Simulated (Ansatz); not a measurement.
A series of substituents X on one scaffold: BH2-X. All species are isolated molecules in the gas phase. One relaxed conformer stands for each flexible species; it need not be the lowest. Strings in code marks are SMILES.

Quantity: electronic energy of isomers of C2H5BO2 relative to `BOC(C)=O` (B–O–C–O torsion 24°), in kcal/mol.

Case: `BC(=O)OC`. Geometry of `BC(=O)OC` (neutral, multiplicity 1, Å):

```xyz
10

B      2.0271     0.2349    -0.6748
C      0.5995    -0.1597    -0.1468
O      0.5397    -0.9655     0.7503
O     -0.4693     0.4080    -0.7082
C     -1.7356     0.0026    -0.1785
H      2.6118     1.1164    -0.1419
H      2.5245    -0.4206    -1.5268
H     -2.4821     0.5532    -0.7418
H     -1.8708    -1.0701    -0.3053
H     -1.7958     0.2455     0.8810
```

Q: What electronic energy of isomers of C2H5BO2 relative to `BOC(C)=O` (B–O–C–O torsion 24°) does frozen-core CCSD(T)/cc-pVTZ // M06-2X/def2-TZVP (Ansatz, a program for electronic structure) give?

A: 43.1 kcal/mol.
